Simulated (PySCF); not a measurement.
`InChI=1S/C4HF2N/c5-2-1-4(6)3-7/h2H`

Cartesian coordinates in Å; atom numbers follow the order of the lines, from 1:
```xyz
8

N    -2.2860    1.8492   -0.1794
C    -1.6765    0.8827   -0.0429
C    -0.9033   -0.3057    0.1266
F    -1.5856   -1.4302   -0.1019
C     0.3509   -0.2999    0.4755
C     1.6198   -0.2443    0.7466
F     2.0924   -0.2545    1.9867
H     2.3992   -0.1905   -0.0069
```

Method: TDDFT CAM-B3LYP/def2-TZVPD excited states, vertical, gas phase in PySCF. Geometry: PBE0-D3(BJ)/def2-TZVP.

(1) How strongly do the lowest singlets absorb one photon, and two photons of half the energy?

Results:

(1) δ for parallel linear polarisation; σ at the peak of a Lorentzian of half width 0.1 eV, single beam; Ω is circular over linear.
| state | E (eV) | f | photon λ (nm) | δ (au) | σ (GM) | Ω | main |
| --- | --- | --- | --- | --- | --- | --- | --- |
| S1 | 5.05 | 0.001 | 491 | 0.11 | 0.00 | 1.50 | HOMO−1→LUMO 0.95 |
| S2 | 5.40 | 0.000 | 459 | 0.16 | 0.00 | 1.43 | HOMO→LUMO+1 0.94 |
| S3 | 6.06 | 0.140 | 409 | 21.5 | 0.29 | 0.35 | HOMO→LUMO 0.76, HOMO−1→LUMO+1 0.18 |
| S4 | 6.84 | 0.000 | 363 | <0.1 | 0.00 | – | HOMO−2→LUMO 0.88 |
| S5 | 7.22 | 0.764 | 344 | 5.4 | 0.10 | 0.78 | HOMO−1→LUMO+1 0.74, HOMO→LUMO 0.11 |
| S6 | 7.47 | 0.001 | 332 | 2.19 | 0.04 | 0.87 | HOMO−3→LUMO+1 0.34, HOMO→LUMO+6 0.27 |

Among these, the strongest one-photon state is S5, the strongest two-photon state S3, with a dipole change of 0.2 D (relaxed, norm of the difference vector).
